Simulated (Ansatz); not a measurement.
This geometry of Cl2F2H2OZr (8 atoms, charge 0, multiplicity 1) is a first-order saddle point.

All numbers below come from RKS PBE0-D4/def2-SVP in Ansatz 0.2.0.

```xyz
8
Properties=species:S:1:pos:R:3
Zr 0.105 -0.293 -0.009
O -0.086 -0.260 2.037
H -0.496 0.248 2.742
Cl 2.109 0.393 -1.006
F -0.960 1.261 -0.152
Cl -1.113 -1.835 -1.282
F 1.106 -1.897 1.168
H 0.644 -1.316 1.951
```

Problem. Which two structures does it join? (They come from a converged band through this point; their orientation in space is the band's.)

Solution. Bonds broken: F7–H8. Bonds formed: O2–H8.

First end point:

```xyz
8
Properties=species:S:1:pos:R:3
Zr 0.050 -0.213 0.020
O -0.112 -0.232 2.008
H -0.545 0.308 2.675
Cl 2.122 0.405 -0.895
F -0.992 1.337 -0.246
Cl -1.147 -1.841 -1.177
F 1.159 -1.962 1.148
H 0.773 -1.502 1.917
```

Last end point:

```xyz
8
Properties=species:S:1:pos:R:3
Zr 0.480 -0.367 -0.087
O -0.514 -0.722 2.014
H -0.938 0.029 2.449
Cl 1.809 0.286 -1.914
F -0.161 1.350 0.449
Cl -1.154 -1.748 -1.064
F 1.798 -1.309 0.925
H -0.014 -1.216 2.677
```

Problem. How far does it lie above each of them?

Solution. 2.5 kJ/mol above the first and 75.1 kJ/mol above the second. This is the barrier of this one path; another mechanism may lie lower. The orbitals stay closed-shell, which can raise the energy where a bond breaks towards radicals; this wasn't checked here.

Time of the run: 87 s on 4 threads of AMD EPYC 9R45 96-Core Processor (Zen 5), on a shared host, peak memory 0.34 GiB.
